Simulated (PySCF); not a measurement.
A PySCF script (with the pyscf-properties extension) for the NMR shieldings of `CO[C@@H]1CCCCP1C`, C7H15OP, on a GFN2-xTB geometry:

```python
import basis_set_exchange as bse
import numpy as np
from pyscf import gto, dft
from pyscf.prop import nmr

atoms = """
C     2.459852    0.226052   -1.039933
O     1.135213    0.496166   -0.668120
C     0.784091    0.054627    0.624092
C     0.489776   -1.448313    0.697318
C    -0.563134   -1.870004   -0.325455
C    -1.914202   -1.204932   -0.076485
C    -1.822030    0.313875   -0.189066
P    -0.758459    0.976845    1.183035
C    -0.395674    2.653589    0.496162
H     2.649888   -0.849299   -1.133699
H     2.611551    0.700363   -2.008722
H     3.168112    0.646521   -0.314187
H     1.596485    0.296786    1.333143
H     1.409539   -2.014893    0.526674
H     0.139394   -1.673341    1.708235
H    -0.680407   -2.955712   -0.288505
H    -0.211710   -1.601993   -1.324287
H    -2.271396   -1.473245    0.921932
H    -2.638619   -1.582154   -0.803731
H    -1.391399    0.602717   -1.150819
H    -2.815460    0.762414   -0.097560
H    -1.315356    3.236382    0.516760
H    -0.018750    2.582569   -0.520981
H     0.340962    3.144744    1.130293
"""
names = dict.fromkeys(["C", "O", "P", "H"], "pcSseg-1")
basis = {el: gto.basis.parse(bse.get_basis(n, elements=[el], fmt="nwchem")) for el, n in names.items()}
mol = gto.M(atom=atoms, basis=basis, charge=0, verbose=0)
mf = dft.RKS(mol, xc="PBE0")
mf.grids.level = 2
mf.grids.alignment = dft.numint.BLKSIZE   # the property module wants whole blocks of grid points
mf.conv_tol = 1e-9
mf.kernel()

calc = nmr.RKS(mf)   # GIAO
C = mf.mo_coeff
Co = C[:, mf.mo_occ > 0]
resp = mf.gen_response(singlet=True, hermi=2)
def vind(x):   # induced exchange potential for any number of trial vectors
    d = np.einsum("pi,xij,qj->xpq", C, 2 * x.reshape(-1, C.shape[1], Co.shape[1]), Co, optimize=True)
    return np.einsum("xpq,pi,qj->xij", resp(d - d.transpose(0, 2, 1)), C, Co, optimize=True).ravel()
mo1, _ = nmr.rhf.solve_mo1(calc, with_cphf=vind)
sigma = calc.kernel(mo1)
for i, s in enumerate(sigma):   # ppm
    print("%2d %-2s %9.2f" % (i, mol.atom_pure_symbol(i), np.trace(s) / 3))
```

Question: Give the expected output.

Answer: 
```
 0 C     127.90
 1 O     315.03
 2 C     108.78
 3 C     156.64
 4 C     162.41
 5 C     158.00
 6 C     159.82
 7 P     369.33
 8 C     175.73
 9 H      28.02
10 H      27.82
11 H      28.71
12 H      28.34
13 H      29.31
14 H      30.27
15 H      30.35
16 H      29.99
17 H      30.24
18 H      29.74
19 H      29.76
20 H      30.26
21 H      31.05
22 H      29.89
23 H      30.98
```

These numbers come from an equivalent density-fitted implementation of the same equations, which agrees with the script to about 0.01 ppm for H and up to a few tenths of a ppm for heavy atoms, so last digits may differ.

Size and cost of the density-fitted run: 235 basis functions, 45 s wall time on 1 thread of an Arm Neoverse V2, shared host; peak memory 1.1 GiB.
